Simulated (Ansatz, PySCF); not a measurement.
FH6N3Si, SMILES N[Si](N)(N)F.

Geometry optimised at PBE0-D3(BJ)/def2-SVP. One conformer was computed; it need not be the lowest.

Vertical ionisation energy (IE) and electron affinity (EA) in eV. Rows of orbital energies are one-electron estimates. Where ΔSCF, EOM or ADC give a negative EA the extra electron is unbound and the value depends on the basis.

```tsv
level	IE	EA
−ε(HOMO), −ε(LUMO), HF/def2-TZVP (PySCF)	10.69	-3.32
−ε(HOMO), −ε(LUMO), PBE/def2-TZVP (PySCF)	5.57	0.07
ΔSCF, PBE0/def2-SVPD (Ansatz), final states of multiplicity 2 and 2	9.31	-1.46
ΔSCF, PBE/def2-SVPD (Ansatz), final states of multiplicity 2 and 2	8.89	-1.24
```

Problem. What vertical singlet–triplet gap does ΔSCF give with PBE0/def2-SVPD (Ansatz, a first-principles code) and with PBE/def2-SVPD (Ansatz)? (Estimate from the structure and the level; the computed values follow.)

Solution. 6.05 and 5.51 eV (triplet above singlet where positive).
